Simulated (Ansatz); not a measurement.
**What each rung costs, and what it gives**

Saddle point of ZnH$_{4}$O$_{2}$, singlet (ZnH₂O ([OH][ZnH]) + H₂O → ZnH₂O₂ ([OH][Zn][OH]) + H₂; bonds formed: H2–H4; dative contacts that become bonds: Zn1–O5; bonds broken: Zn1–H2, H4–O5), PBE0-D4/def2-TZVP structure:

Zn1  (0.202, -0.374, -0.028)
H2  (-0.553, 0.681, -1.345)
O3  (0.715, -2.051, 0.307)
H4  (-0.480, 1.259, -0.542)
O5  (0.014, 1.440, 0.643)
H6  (0.619, -2.650, -0.436)
H7  (-0.519, 1.695, 1.401)
(Å)

Barriers are electronic and count from the start structure reached by relaxing down the imaginary mode.

Program: Ansatz 0.2.0. Basis: as named in each row. Cores are frozen in the correlated methods. The 3s and 3p shells of Cu and Zn are frozen; filled d shells are correlated. B3LYP uses VWN-RPA correlation. Extrapolation: Hartree–Fock as exp(−7.88 √X), correlation as X^−2.97.

Times are rough, for one single point on 4 threads of a shared host (Arm Neoverse V2).

The estimate by CCSD(T) at an estimated basis limit (MP2 extrapolated from triple and quadruple zeta, plus CCSD(T) − MP2 in triple zeta) is 1.497 eV.

```csv
method,basis,time (s),barrier (eV),method less estimate
HF,STO-3G,under 1,1.505,0.008
SPW92,def2-SVP,under 1,1.271,-0.226
PBE-D4,def2-SVP,under 1,1.318,-0.179
B3LYP-D4,6-31G,under 1,1.427,-0.070
SPW92,def2-TZVPP,under 1,1.293,-0.204
PBE0-D4,def2-SVP,under 1,1.480,-0.017
BLYP-D4,def2-TZVPP,under 1,1.404,-0.093
PBE-D4,def2-TZVPP,1,1.336,-0.161
PBE0-D4,def2-TZVPP,1,1.460,-0.037
B3LYP-D4,def2-TZVPP,1,1.503,0.006
BHLYP-D4,def2-TZVPP,1,1.638,0.141
CCSD(T),def2-SVP,1,1.617,0.120
CAM-B3LYP-D4,def2-TZVPP,2,1.549,0.052
r2SCAN-D4,def2-TZVPP,2,1.428,-0.069
PBE-D4,STO-3G,2,1.065,-0.432
RPA on PBE,def2-TZVPP,2,1.499,0.003
r2SCAN0-D4,def2-TZVPP,2,1.517,0.020
B2PLYP,def2-TZVPP,2,1.503,0.006
PBE-QIDH,def2-TZVPP,2,1.513,0.016
wB97M-V,def2-SVP,3,1.592,0.096
wB97X-V,def2-TZVPP,4,1.536,0.040
B97M-V,def2-TZVPP,4,1.540,0.043
wB97M-V,def2-TZVPP,4,1.573,0.077
MP2,def2-QZVPP,8,1.460,-0.037
CCSD(T),def2-TZVPP,31,1.531,0.035
```

All methods are single points on the PBE0-D4 structures.

The T1 diagnostic stays at or below 0.017.

The step is the kind of ligand exchange by which a precursor binds to a hydroxyl group, or is hydrolysed, in atomic layer deposition of oxides.

Labels in which every atom is bracketed show which atoms are joined, not bond orders.
